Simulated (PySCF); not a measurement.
H₅ClOSi₂ (SMILES [SiH3]O[SiH2]Cl), singlet, at a GFN2-xTB geometry.

The PySCF input:
```python
from pyscf import gto, scf, dft, tdscf

mol = gto.Mole()
mol.atom = '''
    Si   -2.12542774   -0.01999325   -0.65768460
    O    -0.50588154    0.08430729   -0.76578103
    Si    1.07396114    0.09045267   -0.45929182
    Cl    1.36098185   -0.10919428    1.51315373
    H    -2.47165327   -1.31769804   -1.23085735
    H    -2.61632270    1.10826630   -1.44291624
    H    -2.48917871    0.07702883    0.75339044
    H     1.56934170    1.38808408   -0.89182970
    H     1.63870652   -1.06026869   -1.14748252
'''
mol.basis = '6-31g'
mol.verbose = 4
mol.build()

mf = dft.RKS(mol)
mf.xc = 'camb3lyp'
mf.kernel()
td = mf.TDA()
td.nstates = 5
td.kernel()
td.analyze()
```

What does this run give for the total energy, dipole moment, number of basis functions, HOMO energy?


The total energy comes out as -1117.313765 Ha, the dipole moment is 1.91 D and the number of basis functions is 58. The HOMO energy is -9.79 eV.

Roughly what does it cost on one core?

roughly 60 core-seconds.
